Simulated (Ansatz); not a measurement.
Program: Ansatz. Geometries: PBE0-D4/def2-TZVP. ΔE: electronic, gas phase. CBS: MP2 limit from def2 TZ/QZ plus the TZ coupled-cluster correction, frozen cores. This one scheme is used for every species. DFT in def2-TZVPP. B3LYP here is the variant with VWN-RPA as its local correlation; programs differ in this. For Br outer-core shells are correlated without core-valence functions, which leaves a few kJ/mol of doubt a bond. Scalar relativity is left out up to krypton. Each species was taken in one conformer, which may not be the lowest.

`FC[Si]1(F)CC1` + HBr → `F[Si]1(Br)CC1` + `CF`  (ligand exchange at the Si–C bond)

`FC[Si]1(F)CC1`:

Cartesian coordinates in Å:
```
F 1.977 -0.259 -1.168
C 0.740 0.025 -1.730
Si -0.540 0.134 -0.355
F -1.953 0.461 -1.024
C -0.149 0.713 1.320
C -0.438 -0.838 1.174
H 0.817 0.967 -2.283
H 0.493 -0.765 -2.446
H 0.869 0.976 1.589
H -0.885 1.262 1.899
H 0.409 -1.492 1.355
H -1.340 -1.183 1.669
```

HBr:

Z-matrix (Å, degrees):
```
Br
H 1 1.420
```

`F[Si]1(Br)CC1`:

Z-matrix (Å, degrees):
```
Si
Br 1 2.189
C 1 1.807 2 122.4
F 1 1.587 2 108.8 3 -148.4
C 1 1.807 2 122.4 3 63.2
H 3 1.086 1 120.3 2 -147.1
H 3 1.085 1 121.1 2 3.1
H 5 1.085 1 121.0 2 -3.1
H 5 1.086 1 120.3 2 147.1
```

`CF`:

Z-matrix (Å, degrees):
```
C
F 1 1.376
H 1 1.092 2 109.1
H 1 1.092 2 109.1 3 -120.0
H 1 1.092 2 109.1 3 120.0
```

```tsv
level	ΔE (kcal/mol)	difference from CCSD(T)/CBS
PBE-D4	-25.2	1.9
r2SCAN-D4	-26.5	0.6
PBE0-D4	-26.2	0.9
B3LYP-D4	-25.8	1.3
ωB97X-V	-25.6	1.5
ωB97M-V	-25.6	1.5
B2PLYP	-26.5	0.6
PBE	-25.2	1.9
r2SCAN	-26.6	0.5
PBE0	-26.3	0.8
B3LYP	-25.8	1.3
HF/def2-TZVPP	-28.5	-1.4
MP2/def2-TZVPP	-27.9	-0.8
SCS-MP2/def2-TZVPP	-27.4	-0.3
CCSD/def2-TZVPP	-26.1	1.0
CCSD(T)/def2-TZVPP	-26.0	1.1
HF/def2-QZVPP	-28.6	-1.5
MP2/def2-QZVPP	-28.5	-1.4
SCS-MP2/def2-QZVPP	-28.0	-0.9
HF/CBS(def2)	-28.6	-1.5
MP2/CBS(def2)	-29.0	-1.9
CCSD/CBS(def2)	-27.1	0.0
CCSD(T)/CBS	-27.1	0
```

Largest T1 diagnostic among the species: 0.011.

From PBE to PBE0 (25 % exact exchange), in def2-TZVPP and without D4, ΔE moves by −1.0 kcal/mol.

CCSD(T)/CBS has its own doubt, a few kJ/mol and more with outer-core shells, so smaller differences from it don't rank the levels.
